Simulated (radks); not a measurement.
Trend from B to Tl: ionisation energy by Delta-SCF between NIST ground configurations, and size. Calculated with a radial shooting solver on a logarithmic mesh with Libxc functionals: Dirac Kohn-Sham, PBE, spin-unpolarised, spherical densities, finite nucleus; open shells are shared between the two j in proportion to 2j + 1; Fermi nuclear charge, rms radius of each element as measured or else 0.836 A^(1/3) + 0.57 fm.

| species | configuration | IE (eV) | NIST (eV) | kind | r at 0.001 e/bohr^3 (bohr) |
|---|---|---|---|---|---|
| B | [He] 2s2 2p1 | 8.219 | 8.298 | exp. | 3.90 |
| Al | [Ne] 3s2 3p1 | 5.761 | 5.986 | exp. | 4.55 |
| Ga | [Ar] 3d10 4s2 4p1 | 5.690 | 5.999 | exp. | 4.41 |
| In | [Kr] 4d10 5s2 5p1 | 5.374 | 5.786 | exp. | 4.63 |
| Tl | [Hg] 6p1 | 5.275 | 6.108 | exp. | 4.58 |

Reference values: NIST Atomic Spectra Database (measured). Spin polarisation and multiplet splitting are left out, so open shells lie too high by an amount that depends on their filling. Sharing an open shell by 2j + 1 raises it above the true ground level by a part of the spin-orbit splitting, which enters the differences from NIST.

Beside tabulated values, note that spin-unpolarised runs miss the spin-polarisation part of the exchange energy of open shells.
